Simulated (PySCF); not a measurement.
# Computed records: Al$_{2}$GeH$_{5}$N, AlBGeH$_{5}$, Al$_{2}$GeH$_{3}$N, CH$_{4}$AlBGe

All values are calculated (PySCF 2.14.0). Calculation on a computer-drawn molecule: the log of a Hartree-Fock and frozen-core CCSD(T) single point meant for a local Hartree-Fock minimum, with one planted fault or none, to be diagnosed. Offsets are logged minus clean, where the clean run is the same molecule without the fault. The reference is restricted for singlets and unrestricted otherwise, and also for a bond in bohr or an excited solution. Adding or removing an electron swaps singlet and doublet. The excited solution moves the top pair (singlet) or top alpha electron (doublet) to the lowest empty orbital. Highest occupied and lowest empty are orbital energies over both spins, largest force is the largest gradient component, triples share is (T) over the correlation energy, the T1 limit is 0.02 restricted and 0.045 unrestricted, electrons count all cores, a negative frequency is imaginary (commonest isotopes), and the dipole is about the centre of nuclear charge; on germanium a core potential holds 10 electrons, which the energies leave out, and 3d is frozen in MP2 and coupled-cluster steps.

Common to all runs: meant charge 0; meant basis cc-pV(D+d)Z; meant basis and core potential on germanium cc-pVDZ-PP ECP10MDF; logged SCF converged yes; possible faults no fault, one electron removed, one electron added, multiplicity raised by two, geometry at a saddle point, SCF held on an excited solution, minimal basis STO-3G, one bond length entered in bohr, all coordinates scaled.

(1) 
```xyz
9
formula=Al2GeH5N meant_multiplicity=1 logged_electrons=70 logged_basis_functions=108 logged_spin_squared=0 logged_highest_occupied=-8.2506 logged_lowest_empty=1.1726 logged_largest_force=1.939e-06 logged_lowest_frequency=52.51 logged_T1_diagnostic=0.022924 logged_D1_diagnostic=0.063718 logged_triples_share=0.035158 logged_CC_converged=yes logged_dipole_magnitude=4.287 logged_SCF_stable_within_its_kind=yes logged_energy_HF=-834.52137 logged_energy_CCSD(T)=-834.97575 planted_fault=no_fault HF_energy_offset_from_clean_run=0 CCSD(T)_energy_offset_from_clean_run=0
Al     0.2594     0.9843     0.1466
N     -0.3938     0.9678    -1.3319
Ge    -1.1276     0.9260    -2.9854
Al    -1.7443    -1.4207    -3.6408
H      0.8863     0.9924     1.5678
H     -0.1438     1.5344    -4.0153
H     -2.3726     1.8461    -3.0341
H     -2.4095    -1.7633    -5.0432
H     -1.4814    -2.6402    -2.6562
```

Units: logged_highest_occupied, logged_lowest_empty in eV; logged_largest_force in hartree/bohr; logged_lowest_frequency in cm⁻¹; logged_dipole_magnitude in debye; logged_energy_HF, logged_energy_CCSD(T) in hartree; HF_energy_offset_from_clean_run, CCSD(T)_energy_offset_from_clean_run in kcal/mol.

Drawn bonds:
```
atom  other atom  order
   1           2      2
   2           3      1
   3           4      1
   1           5      1
   3           6      1
   3           7      1
   4           8      1
   4           9      1
```

Notes: T1 above single-reference limit.

(2) 
```xyz
8
formula=AlBGeH5 meant_multiplicity=2 logged_electrons=55 logged_basis_functions=85 logged_spin_squared=0.8695 logged_highest_occupied=-5.687 logged_lowest_empty=-0.9123 logged_largest_force=0.02413 logged_CC_converged=no logged_dipole_magnitude=1.6573 logged_SCF_stable_within_its_kind=no logged_energy_HF=-562.74039 planted_fault=SCF_held_on_an_excited_solution HF_energy_offset_from_clean_run=43.58
Al    -2.8189    -0.2477     0.7712
B     -1.3337     1.2416     0.5596
Ge     0.6611     0.9981     1.1418
H     -3.2619    -1.3594    -0.2747
H     -1.6443     2.3549     0.2253
H      1.5915     1.3508    -0.0306
H      1.0074     1.9302     2.3144
H      1.0032    -0.4358     1.5819
```

Units: logged_highest_occupied, logged_lowest_empty in eV; logged_largest_force in hartree/bohr; logged_dipole_magnitude in debye; logged_energy_HF in hartree; HF_energy_offset_from_clean_run in kcal/mol.

Drawn bonds:
```
atom  other atom  order
   1           2      1
   2           3      1
   1           4      1
   2           5      1
   3           6      1
   3           7      1
   3           8      1
```

Notes: CCSD not converged.

(3) 
```xyz
8
formula=AlBGeH5 meant_multiplicity=2 logged_electrons=56 logged_basis_functions=85 logged_spin_squared=0 logged_highest_occupied=-0.82617 logged_lowest_empty=5.8415 logged_largest_force=0.023093 logged_T1_diagnostic=0.036534 logged_D1_diagnostic=0.13514 logged_triples_share=0.039624 logged_CC_converged=yes logged_dipole_magnitude=6.9469 logged_SCF_stable_within_its_kind=yes logged_energy_HF=-562.80904 logged_energy_CCSD(T)=-563.1449 planted_fault=one_electron_added HF_energy_offset_from_clean_run=0.5046 CCSD(T)_energy_offset_from_clean_run=-27.57
Al    -2.8189    -0.2477     0.7712
B     -1.3337     1.2416     0.5596
Ge     0.6611     0.9981     1.1418
H     -3.2619    -1.3594    -0.2747
H     -1.6443     2.3549     0.2253
H      1.5915     1.3508    -0.0306
H      1.0074     1.9302     2.3144
H      1.0032    -0.4358     1.5819
```

Units: logged_highest_occupied, logged_lowest_empty in eV; logged_largest_force in hartree/bohr; logged_dipole_magnitude in debye; logged_energy_HF, logged_energy_CCSD(T) in hartree; HF_energy_offset_from_clean_run, CCSD(T)_energy_offset_from_clean_run in kcal/mol.

Drawn bonds:
```
atom  other atom  order
   1           2      1
   2           3      1
   1           4      1
   2           5      1
   3           6      1
   3           7      1
   3           8      1
```

Notes: T1 above single-reference limit.

(4) 
```xyz
7
formula=Al2GeH3N meant_multiplicity=1 logged_electrons=68 logged_basis_functions=98 logged_spin_squared=0 logged_highest_occupied=-5.7973 logged_lowest_empty=-3.0462 logged_largest_force=0.034713 logged_CC_converged=no logged_dipole_magnitude=5.7807 logged_SCF_stable_within_its_kind=no logged_energy_HF=-833.17074 planted_fault=SCF_held_on_an_excited_solution HF_energy_offset_from_clean_run=116.8
Al    -3.4072     3.0870    -0.0160
Al    -1.7185     0.8634    -0.4001
N     -0.7375    -0.4245    -0.6204
Ge     0.3404    -1.8350    -0.8593
H      1.7417    -1.5987    -0.2546
H      0.5448    -2.1572    -2.3558
H     -0.2246    -3.1113    -0.1980
```

Units: logged_highest_occupied, logged_lowest_empty in eV; logged_largest_force in hartree/bohr; logged_dipole_magnitude in debye; logged_energy_HF in hartree; HF_energy_offset_from_clean_run in kcal/mol.

Drawn bonds:
```
atom  other atom  order
   1           2      1
   2           3      2
   3           4      1
   4           5      1
   4           6      1
   4           7      1
```

Notes: CCSD not converged.

(5) 
```xyz
8
formula=CH4AlBGe meant_multiplicity=1 logged_electrons=60 logged_basis_functions=94 logged_spin_squared=0 logged_highest_occupied=-8.058 logged_lowest_empty=0.1407 logged_largest_force=2.672e-05 logged_lowest_frequency=53.898 logged_T1_diagnostic=0.015775 logged_D1_diagnostic=0.039833 logged_triples_share=0.036075 logged_CC_converged=yes logged_dipole_magnitude=1.1619 logged_SCF_stable_within_its_kind=yes logged_energy_HF=-600.08452 logged_energy_CCSD(T)=-600.50246
Al    -2.9461    -3.5885    -1.1191
B     -1.1820    -2.7197    -0.0654
C     -0.1356    -2.1304     0.6376
Ge    -0.5870    -0.8226     2.0025
H      0.9189    -2.3412     0.4869
H     -0.0843    -1.2669     3.3836
H      0.0359     0.5449     1.6873
H     -2.1126    -0.6538     2.0746
```

Units: logged_highest_occupied, logged_lowest_empty in eV; logged_largest_force in hartree/bohr; logged_lowest_frequency in cm⁻¹; logged_dipole_magnitude in debye; logged_energy_HF, logged_energy_CCSD(T) in hartree.

Drawn bonds:
```
atom  other atom  order
   1           2      1
   2           3      2
   3           4      1
   3           5      1
   4           6      1
   4           7      1
   4           8      1
```

To be estimated
1. Which fault was planted in the run of CH$_{4}$AlBGe (entry 5)?

Answers
1. no fault

Further results for CH$_{4}$AlBGe (entry 5):

| Item | Value |
| --- | --- |
| HF energy offset from clean run | 0 kcal/mol |
| CCSD(T) energy offset from clean run | 0 kcal/mol |
